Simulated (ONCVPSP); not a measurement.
# Building the ONCV potential for Ir (PBE, scalar-relativistic).

The input file (ONCVPSP 4.0.1):

```
# ATOM AND REFERENCE CONFIGURATION
# atsym  z   nc   nv     iexc    psfile
  Ir 77.00    9    6        4      upf
#
#   n    l    f
    1    0    2.00
    2    0    2.00
    2    1    6.00
    3    0    2.00
    3    1    6.00
    3    2   10.00
    4    0    2.00
    4    1    6.00
    4    2   10.00
    4    3   14.00
    5    0    2.00
    5    1    6.00
    5    2    7.00
    6    0    1.75
    6    1    0.25
#
# PSEUDOPOTENTIAL AND OPTIMIZATION
# lmax
    3
#
#   l,   rc,      ep,       ncon, nbas, qcut
    0    1.80    0.00    4    9    5.20
    1    1.90    0.00    4    7    5.70
    2    2.15    0.00    4    9    8.40
    3    0.70    0.00    3    8   24.30
#
# LOCAL POTENTIAL
# lloc, lpopt,  rc(5),   dvloc0
    4    5    0.60    0.00
#
# VANDERBILT-KLEINMAN-BYLANDER PROJECTORs
# l, nproj, debl
    0    2    2.40
    1    2    1.20
    2    3    3.00
    3    1    2.20
#
# MODEL CORE CHARGE
# icmod, fcfact, rcfact
    1    0.25    0.00
#
# LOG DERIVATIVE ANALYSIS
# epsh1, epsh2, depsh
   -5.00    5.00    0.04
#
# OUTPUT GRID
# rlmax, drl
    6.00    0.01
#
# TEST CONFIGURATIONS
# ncnf
    4
# nvcnf
#   n    l    f
    6
    4    3   14.00
    5    0    2.00
    5    1    6.00
    5    2    7.00
    6    0    2.00
    6    1    0.00
#
    6
    4    3   14.00
    5    0    2.00
    5    1    6.00
    5    2    7.00
    6    0    1.00
    6    1    0.00
#
    6
    4    3   14.00
    5    0    2.00
    5    1    6.00
    5    2    7.00
    6    0    0.00
    6    1    0.00
#
    6
    4    3   14.00
    5    0    2.00
    5    1    6.00
    5    2    7.50
    6    0    1.50
    6    1    0.00
#
```

Command:

```bash
oncvpsp.x < Ir.dat > Ir.out
```

Resulting log (shortened: citation, most of the input echo, consistency checks and plot data are left out):

```
ONCVPSP  (Optimized Norm-Conservinng Vanderbilt PSeudopotential)
scalar-relativistic version 4.0.1

#   n    l    f        energy (Ha)
    1    0    2.00    -2.7980670E+03
    2    0    2.00    -4.8948448E+02
    2    1    6.00    -4.2518026E+02
    3    0    2.00    -1.1450156E+02
    3    1    6.00    -9.5702307E+01
    3    2   10.00    -7.5028995E+01
    4    0    2.00    -2.4442081E+01
    4    1    6.00    -1.8277854E+01
    4    2   10.00    -1.0712303E+01
    4    3   14.00    -2.3042289E+00
    5    0    2.00    -3.6198045E+00
    5    1    6.00    -2.0291673E+00
    5    2    7.00    -2.8051541E-01
    6    0    1.75    -2.4595795E-01
    6    1    0.25    -5.4532640E-02

Reference configufation results
  iterations    30
  all-electron total energy (Ha)   -1.78275022D+04

Begin loop to  construct optimized pseudo wave functions
and semi-local pseudopoentials for all angular momenta

Calculating optimized projector #   1

 for l=   0

    Fraction of norm inside rc  0.984429
    Optimizing pswf for qcut=   5.21 a_B^-1,  ecut=  13.55 Ha
    Residual kinetic energy error=  7.63D-05 Ha

    Energy error per electron        Cutoff
         Ha          eV             Ha
         0.01000     0.27211        6.08
         0.00100     0.02721        7.71
         0.00010     0.00272       12.20
         0.00001     0.00027       68.42

Calculating optimized projector #   2

 for l=   0

    Fraction of norm inside rc  0.121725
    Optimizing pswf for qcut=   5.21 a_B^-1,  ecut=  13.55 Ha
    Residual kinetic energy error=  3.42D-04 Ha

    Energy error per electron        Cutoff
         Ha          eV             Ha
         0.01000     0.27211        5.06
         0.00100     0.02721        9.44
         0.00010     0.00272       32.00
         0.00001     0.00027       89.57

Calculating optimized projector #   1

 for l=   1

    Fraction of norm inside rc  0.959369
    Optimizing pswf for qcut=   5.70 a_B^-1,  ecut=  16.24 Ha
    Residual kinetic energy error=  6.03D-05 Ha

    Energy error per electron        Cutoff
         Ha          eV             Ha
         0.01000     0.27211       10.81
         0.00100     0.02721       13.45
         0.00010     0.00272       16.14
         0.00001     0.00027       30.55

Calculating optimized projector #   2

 for l=   1

    Fraction of norm inside rc  0.031347
    Optimizing pswf for qcut=   5.70 a_B^-1,  ecut=  16.24 Ha
    Residual kinetic energy error=  5.97D-06 Ha

    Energy error per electron        Cutoff
         Ha          eV             Ha
         0.01000     0.27211        7.12
         0.00100     0.02721       10.48
         0.00010     0.00272       13.09
         0.00001     0.00027       15.87

   Wellstate for l =  2  n =  7
     eigenvalue =   2.7195
     asymptotic potential =   3.2195
     half-point radius =  3.4454

   Wellstate for l =  2  n =  9
     eigenvalue =   5.7195
     asymptotic potential =   6.2195
     half-point radius =  3.9688

Calculating optimized projector #   1

 for l=   2

    Fraction of norm inside rc  0.774141
    Optimizing pswf for qcut=   8.40 a_B^-1,  ecut=  35.30 Ha
    Residual kinetic energy error=  2.27D-09 Ha

    Energy error per electron        Cutoff
         Ha          eV             Ha
         0.01000     0.27211       14.31
         0.00100     0.02721       18.88
         0.00010     0.00272       22.85
         0.00001     0.00027       26.27

Calculating optimized projector #   2

 for l=   2

    Fraction of norm inside rc  0.226893
    Optimizing pswf for qcut=   8.40 a_B^-1,  ecut=  35.30 Ha
    Residual kinetic energy error=  4.61D-08 Ha

    Energy error per electron        Cutoff
         Ha          eV             Ha
         0.01000     0.27211       15.61
         0.00100     0.02721       19.73
         0.00010     0.00272       23.55
         0.00001     0.00027       27.71

Calculating optimized projector #   3

 for l=   2

    Fraction of norm inside rc  0.109386
    Optimizing pswf for qcut=   8.40 a_B^-1,  ecut=  35.30 Ha
    Residual kinetic energy error=  1.62D-08 Ha

    Energy error per electron        Cutoff
         Ha          eV             Ha
         0.01000     0.27211       17.27
         0.00100     0.02721       21.49
         0.00010     0.00272       24.63
         0.00001     0.00027       27.30

Calculating optimized projector #   1

 for l=   3

    Fraction of norm inside rc  0.791264
    Optimizing pswf for qcut=  24.29 a_B^-1,  ecut= 294.94 Ha
    Residual kinetic energy error=  1.04D-05 Ha

    Energy error per electron        Cutoff
         Ha          eV             Ha
         0.01000     0.27211      224.19
         0.00100     0.02721      252.17
         0.00010     0.00272      273.57
         0.00001     0.00027      298.67

Construct Vanderbilt / Kleinmman-Bylander projectors

B matrix Hermiticity error, ll=   0
   1   2    5.5020E-04

  Orthonormal projector coefficients  3.9046E+01  2.4080E+00

B matrix Hermiticity error, ll=   1
   1   2    1.5953E-04

  Orthonormal projector coefficients  2.4416E+01  1.2021E+00

B matrix Hermiticity error, ll=   2
   1   2   -3.3620E-04
   1   3   -4.1237E-04
   2   3   -2.8597E-04

  Orthonormal projector coefficients  2.0839E+01  2.2641E+00  1.4968E-01

Model core correction analysis
  based on d2Exc/dn_idn_j

d2excae - all-electron derivatives

   -2.847518D-02   -1.124880D-02   -7.701588D-03   -2.918043D-03
   -8.683361D-04   -2.820721D-04
   -1.124867D-02   -2.971752D-02   -2.568172D-02   -1.242055D-02
   -1.567403D-03   -6.423136D-04
   -7.701836D-03   -2.568662D-02   -2.532639D-02   -1.555187D-02
   -1.932886D-03   -5.226254D-04
   -2.922940D-03   -1.248936D-02   -1.573611D-02   -1.546506D-02
   -3.872515D-03   -4.314923D-04
   -8.781481D-04   -1.702352D-03   -2.364920D-03   -4.871187D-03
   -3.141117D-03   -3.704378D-04
   -2.853584D-04   -6.872026D-04   -6.757491D-04   -8.973673D-04
   -6.331698D-04   -9.620763D-05

d2excps - pseudofunction derivatives with no core correction

   -5.310179D-02   -2.403872D-02   -1.190905D-02   -3.233148D-03
   -1.890061D-03   -4.708729D-04
   -2.403898D-02   -2.546224D-02   -2.291634D-02   -1.140280D-02
   -1.444469D-03   -5.879733D-04
   -1.190936D-02   -2.292112D-02   -2.511040D-02   -1.583761D-02
   -1.790863D-03   -5.259642D-04
   -3.238056D-03   -1.147153D-02   -1.602180D-02   -1.581579D-02
   -3.826508D-03   -4.411839D-04
   -1.899900D-03   -1.579361D-03   -2.222817D-03   -4.825233D-03
   -3.126679D-03   -3.650750D-04
   -4.741638D-04   -6.328427D-04   -6.790592D-04   -9.070796D-04
   -6.278482D-04   -9.634580D-05

rms 2nd derivative error    5.289655E-03

Polynomial model core charge

d2excps - pseudofunction derivatives with core correction

   -3.667888D-02   -1.721565D-02   -9.461069D-03   -2.859695D-03
   -1.275477D-03   -3.550321D-04
   -1.721564D-02   -2.185072D-02   -2.066382D-02   -1.091305D-02
   -1.193469D-03   -4.898213D-04
   -9.461336D-03   -2.066858D-02   -2.361826D-02   -1.547358D-02
   -1.648460D-03   -4.635495D-04
   -2.864594D-03   -1.098175D-02   -1.565774D-02   -1.572651D-02
   -3.801182D-03   -4.261350D-04
   -1.285294D-03   -1.328357D-03   -2.080392D-03   -4.799857D-03
   -3.106941D-03   -3.583935D-04
   -3.583194D-04   -5.346845D-04   -6.166345D-04   -8.920079D-04
   -6.211539D-04   -9.368769D-05

rms 2nd derivative error    2.714910E-03

Pseudoatom total energy -491.900548

Diagnostic tests using Vanderbilt-Kleinman-Bylander pseudopotentials
  1 or more projectors used as specified by nproj input data

   l    rcore       rmatch      e in        delta e   norm test  slope test

   0   1.8107015   1.8656783  -3.6198045   0.0000035   1.0002681   1.0002425
   0   1.8107015   1.8656783  -0.2459580   0.0000022   1.0000347   1.0000264

   1   1.9108592   1.9688771  -2.0291673   0.0000031   1.0002053   1.0002014
   1   1.9108592   1.9688771  -0.0545326   0.0000020   1.0000389   1.0000310

   2   2.1537154   2.2191068  -0.2805154   0.0000021   1.0000859   1.0001000
   2   2.1537154   2.2191068   2.7194846   0.0000466   1.0002159   1.0002159
   2   2.1537154   2.2191068   5.7194846   0.0000224   1.0005001   1.0005001

   3   0.7036649   0.7250297  -2.3042289  -0.0000883   1.0000101   0.9999622

 Testing for bound ghosts
   n   l    E NL Schr. Eq   E Basis Diag.   E Cutoff

       0                      -23.211295    107.39  WARNING - GHOST(-)
   1   0       -3.619801       -3.619778    107.39
   2   0       -0.245956       -0.224281    107.39

       1                       -8.689301     61.57  WARNING - GHOST(-)
   2   1       -2.029164       -2.029074     61.57
   3   1       -0.054531        0.019945     61.57

   3   2       -0.280513       -0.280115    119.59

   4   3       -2.304317       -2.300837    598.64

 Testing for highly-localized positive-energy ghosts
       l    <radius>/rc     E Basis Diag.   E Cutoff

       2        0.409532       12.278651    119.59  WARNING - GHOST(+)

Test configuration 0

   n   l     f        eae           eps        diff
   1   0  2.0000-2798.06701617
   2   0  2.0000 -489.48448491
   2   1  6.0000 -425.18026073
   3   0  2.0000 -114.50155688
   3   1  6.0000  -95.70230684
   3   2 10.0000  -75.02899496
   4   0  2.0000  -24.44208086
   4   1  6.0000  -18.27785411
   4   2 10.0000  -10.71230317
   4   3 14.0000   -2.30422889   -2.30431722   -8.83D-05
   5   0  2.0000   -3.61980447   -3.61980098    3.49D-06
   5   1  6.0000   -2.02916732   -2.02916422    3.10D-06
   5   2  7.0000   -0.28051541   -0.28051331    2.10D-06
   6   0  1.7500   -0.24595795   -0.24595573    2.22D-06
   6   1  0.2500   -0.05453264   -0.05453062    2.02D-06

    Total energies and differences
      AE_ref= -1.78275022D+04  AE_tst= -1.78275022D+04  dif=  0.00D+00
      PS_ref= -4.91900548D+02  PS_tst= -4.91900548D+02  dif= -2.05D-11
      PSP excitation error=  2.05D-11

Test configuration 1

   n   l     f        eae           eps        diff
   1   0  2.0000-2798.04809588
   2   0  2.0000 -489.46589911
   2   1  6.0000 -425.16167727
   3   0  2.0000 -114.48286607
   3   1  6.0000  -95.68361679
   3   2 10.0000  -75.01033426
   4   0  2.0000  -24.42333224
   4   1  6.0000  -18.25911217
   4   2 10.0000  -10.69358011
   4   3 14.0000   -2.28550074   -2.28450649    9.94D-04
   5   0  2.0000   -3.60091853   -3.60058087    3.38D-04
   5   1  6.0000   -2.01014307   -2.01011110    3.20D-05
   5   2  7.0000   -0.26266829   -0.26270596   -3.77D-05
   6   0  2.0000   -0.23267220   -0.23263746    3.47D-05

    Total energies and differences
      AE_ref= -1.78275022D+04  AE_tst= -1.78275495D+04  dif= -4.74D-02
      PS_ref= -4.91900548D+02  PS_tst= -4.91947923D+02  dif= -4.74D-02
      PSP excitation error=  1.00D-05

Test configuration 2

   n   l     f        eae           eps        diff
   1   0  2.0000-2798.35470907
   2   0  2.0000 -489.77016094
   2   1  6.0000 -425.46599407
   3   0  2.0000 -114.78754322
   3   1  6.0000  -95.98829847
   3   2 10.0000  -75.31483082
   4   0  2.0000  -24.72827796
   4   1  6.0000  -18.56402584
   4   2 10.0000  -10.99838306
   4   3 14.0000   -2.59031417   -2.59447722   -4.16D-03
   5   0  2.0000   -3.90655020   -3.90796683   -1.42D-03
   5   1  6.0000   -2.31690693   -2.31712927   -2.22D-04
   5   2  7.0000   -0.56312981   -0.56301159    1.18D-04
   6   0  1.0000   -0.49856597   -0.49873839   -1.72D-04

    Total energies and differences
      AE_ref= -1.78275022D+04  AE_tst= -1.78271865D+04  dif=  3.16D-01
      PS_ref= -4.91900548D+02  PS_tst= -4.91584663D+02  dif=  3.16D-01
      PSP excitation error= -1.74D-04

Test configuration 3

psatom: WARNING lschvkbb convergence error n,l,iter=   3   1   4
ea(ii),et,emin,emax -5.888071E-02 -6.476878E-02 -6.476878E-02 -6.476878E-02
run_config: WARNING for fully non-local PS atom, stg. 1
 WARNING no output for configuration 4

Test configuration 4

   n   l     f        eae           eps        diff
   1   0  2.0000-2797.99911710
   2   0  2.0000 -489.41476208
   2   1  6.0000 -425.11059442
   3   0  2.0000 -114.43231209
   3   1  6.0000  -95.63306764
   3   2 10.0000  -74.95958219
   4   0  2.0000  -24.37306299
   4   1  6.0000  -18.20881315
   4   2 10.0000  -10.64318108
   4   3 14.0000   -2.23522205   -2.23875074   -3.53D-03
   5   0  2.0000   -3.55249004   -3.55367905   -1.19D-03
   5   1  6.0000   -1.96485010   -1.96504675   -1.97D-04
   5   2  7.5000   -0.22988274   -0.22978299    9.97D-05
   6   0  1.5000   -0.21799160   -0.21810081   -1.09D-04

    Total energies and differences
      AE_ref= -1.78275022D+04  AE_tst= -1.78275600D+04  dif= -5.79D-02
      PS_ref= -4.91900548D+02  PS_tst= -4.91958305D+02  dif= -5.78D-02
      PSP excitation error= -9.73D-05
```

Note: ghosts flagged at negative energy: s at -631.6 eV, p at -236.4 eV; GHOST(+) flagged for d at 334.1 eV. A true bound ghost makes a file unfit for plane-wave use.

The run took about 4.3 s on one core of a shared server CPU.
